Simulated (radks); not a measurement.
Valence configurations of In (all share [Kr]). Method: scalar-relativistic Kohn-Sham, r2SCAN, spin-polarised, spherical densities, finite nucleus; open shells are filled with parallel spins first (spin-orbit coupling, left out, can overturn this in heavy ions); meta-GGA in the generalised Kohn-Sham scheme; Fermi nuclear charge, rms radius 4.6156 fm; computed with a radial shooting solver on a logarithmic mesh with Libxc functionals. Energies are relative to 4d10 5s2 5p1; eigenvalues in eV for spin up.

| valence | E (eV) | moment (Bohr magnetons) | e(4d) | e(5p) | e(5s) |
|---|---|---|---|---|---|
| 4d10 5s2 5p1 | 0.000 | 1 | -19.214 | -2.870 | -8.790 |
| 4d10 5p3 | 10.428 | 3 | -22.013 | -4.604 | - |
| 4d10 5s1 5p2 | 4.093 | 3 | -20.534 | -3.973 | -10.318 |
| 4d9.5 5s1 5p2.5 | 12.575 | 4 | -23.418 | -4.632 | -11.438 |
| 4d9.5 5s2 5p1.5 | 8.562 | 2 | -22.252 | -3.656 | -10.069 |
| 4d8.5 5s2 5p2.5 | 28.156 | 4 | -28.215 | -5.082 | -12.413 |
| 4d8.5 5s1 5p3.5 | 33.726 | 5 | -29.578 | -5.957 | -13.660 |
| 4d8 5s1 5p4 | 46.433 | 5 | -32.742 | -6.496 | -14.631 |
| 4d8 5s1.5 5p3.5 | 42.875 | 5 | -31.942 | -6.106 | -14.052 |
| 4d8 5s2 5p3 | 39.156 | 5 | -31.174 | -5.750 | -13.508 |

NIST lists [Kr] 4d10 5s2 5p1 as the ground configuration; this level of theory agrees among the configurations tried. The energies are those of spherical high-spin densities, not of single terms.
